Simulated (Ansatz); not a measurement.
A run for Ansatz (a program for electronic structure): R-RI-MP2/def2-QZVPP on GeH2IN (SMILES [NH2][Ge][I]), a point of a torsion scan. Elements past Kr take the def2 small-core potentials; no spin–orbit coupling. Files ending in .json are basis or fitting sets from the Basis Set Exchange. The run froze 24 orbitals, filled d shells among them.

Ansatz 0.2 input:
```yaml
crystal:
  periodic: [false, false, false]
  atoms:
    - {symbol: N, position_ang: [-0.89564547, -0.08558547, -0.18746610]}
    - {symbol: Ge, position_ang: [0.66252329, -1.05191048, -0.31827395]}
    - {symbol: I, position_ang: [0.87629790, -0.96475256, -2.88295781]}
    - {symbol: H, position_ang: [-1.02831256, 0.86303976, -0.51013726]}
    - {symbol: H, position_ang: [-1.37468081, -0.15407209, 0.70269367]}
basis:
  gaussian:
    orbitals: def2-QZVPP.json
    fitting: {mean_field: def2-universal-JKFIT, correlation: def2-QZVPP-RIFIT.json}
magnetization: {spin_polarized: false}
correlation: {method: mp2, electrons: outside_noble_gas}
scf: {lower_state_search: off}
```

Output:

```
WARN ansatz: RAYON_NUM_THREADS=1 ignored (pool sized by the plan → 1); use --threads N
Functional definition: HF
these checks for a lower state are left out or cut short: stability, starts, cluster_reference, orbital_swaps, neighbouring_geometries, increment
integrals: 0.40 GiB planned
597 factors; integrals over basis functions are off by at most 1.3e0 eV
mean field: 0.65 GiB planned
mean field evaluation 1: about -66059.6970 eV, gradient 3.8e1 eV
mean field evaluation 2: about -66061.4033 eV, gradient 2.7e1 eV
mean field evaluation 4: about -66062.8499 eV, gradient 1.4e0 eV
mean field evaluation 8: about -66062.8583 eV, gradient 1.2e-6 eV
mean field -66062.85832729 eV, -2427.7652645144 hartree, gradient 1.2e-6 eV, S^2 0.000000; 0 other end points of the search recorded, 0 dependent functions left out
24 core orbitals not correlated
827 factors; their error is unknown
reference -66062.85832729 eV, -2427.7652645144 hartree; 9, 9 occupied and 255, 255 virtual orbitals, 827 factors
second order -13.30214052 eV of doubles, -0.00000000 eV of singles
Total energy: -66076.16046782 eV, -2428.2541091620 hartree
Checks for a lower state left out: stability, starts, cluster_reference, orbital_swaps, neighbouring_geometries, increment
```

The calculation finished and met its thresholds.

Cost: about 5 core-seconds (a rough figure).
